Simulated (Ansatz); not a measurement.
Relaxation of OsO3S (OsSO3) with RKS r2SCAN-D4/def2-SVP.

```sh
$ ansatz run in.yaml --threads 4 --pin off --events-out ev --progress --plain --max-ram 3916MiB
```

```yaml
crystal:
  periodic: [false, false, false]
  atoms:
    - {symbol: Os, position_ang: [0.086340, 0.148000, 0.060430]}
    - {symbol: O, position_ang: [0.020610, -0.002800, 1.686310]}
    - {symbol: O, position_ang: [1.591880, 0.027720, -0.562970]}
    - {symbol: O, position_ang: [-0.787090, 1.395040, -0.532610]}
    - {symbol: S, position_ang: [-0.911740, -1.567960, -0.651160]}
basis:
  gaussian: {orbitals: def2-SVP}
hamiltonian: {xc: r2scan, dispersion: d4}
scf: {omitted_lower_state_checks: [starts]}
output: {orbitals: {seedname: orbitals}}
relax: {f_tol: 0.02, max_steps: 100}
```

Run time 12 s (4 threads of Intel Xeon Platinum 8259CL on a shared host).

Positions (Å) and forces (eV/Å) at steps 1, 2, 3, 4, 6 of 6:

```xyz
5
step=1 energy=-19434.2573 eV
Os    0.086    0.148    0.060   -2.962   -5.091   -2.080
O     0.021   -0.003    1.686    0.273    0.345    5.732
O     1.592    0.028   -0.563    5.480    0.420   -1.733
O    -0.787    1.395   -0.533   -2.422    4.973   -1.629
S    -0.912   -1.568   -0.651   -0.369   -0.648   -0.290
5
step=2 energy=-19434.9417 eV
Os    0.013    0.024    0.011    0.936    1.627    0.710
O     0.075    0.092    1.736   -0.348   -0.586   -0.836
O     1.649    0.113   -0.529   -0.828   -0.564   -0.056
O    -0.740    1.491   -0.497   -0.070   -1.022   -0.064
S    -0.997   -1.719   -0.720    0.309    0.544    0.246
5
step=3 energy=-19435.0590 eV
Os    0.050    0.085    0.035   -0.134   -0.189   -0.007
O     0.039    0.028    1.753    0.085    0.156   -0.432
O     1.659    0.058   -0.568   -0.322    0.135    0.200
O    -0.794    1.469   -0.537    0.296   -0.225    0.200
S    -0.954   -1.642   -0.683    0.076    0.123    0.040
5
step=4 energy=-19435.0693 eV
Os    0.041    0.071    0.029    0.152    0.263    0.113
O     0.045    0.040    1.742    0.003    0.006   -0.030
O     1.650    0.068   -0.559   -0.030    0.004    0.012
O    -0.781    1.466   -0.527    0.019   -0.023    0.012
S    -0.955   -1.644   -0.685   -0.144   -0.250   -0.107
5
step=6 energy=-19435.0709 eV
Os    0.042    0.072    0.030   -0.002   -0.001    0.003
O     0.047    0.042    1.741    0.000    0.000   -0.002
O     1.650    0.070   -0.557    0.000    0.000    0.000
O    -0.779    1.467   -0.526    0.000    0.000    0.000
S    -0.959   -1.652   -0.688    0.000    0.000    0.000
```

In the def2 sets Os takes a core potential; there is no spin–orbit coupling. The restricted singlet is unstable towards broken spin symmetry in Hartree–Fock (as tested in another run); at r2SCAN-D4/def2-SVP this wasn't settled.
